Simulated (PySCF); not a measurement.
# How methods differ on the excitation energy of Hf

Hf [Xe] 4f14 5d2 6s2 (3F) → Hf [Xe] 4f14 5d4 (5D), as a difference of total energies. Calculation: PySCF 2.14, in aug-cc-pVDZ-PP with ECP60MDF; scalar relativity through the core potential. Correlated levels: valence: 5s2 5p6 frozen. The calculations carry no spin-orbit coupling.

```tsv
method	excitation energy (eV)
UHF	4.342
LDA	4.130
PBE	3.990
PBE0	4.076
TPSS	4.181
MN15	4.918
PW91	3.982
MP2 (valence)	4.699
SCS-MP2 (valence)	5.278
```

Task: Estimate what r2SCAN gives.

Result: 4.068 eV, closest to PBE0 among the rows shown.

Task: Estimate what B97-3 gives.

Result: 4.745 eV, closest to MP2 (valence) among the rows shown.
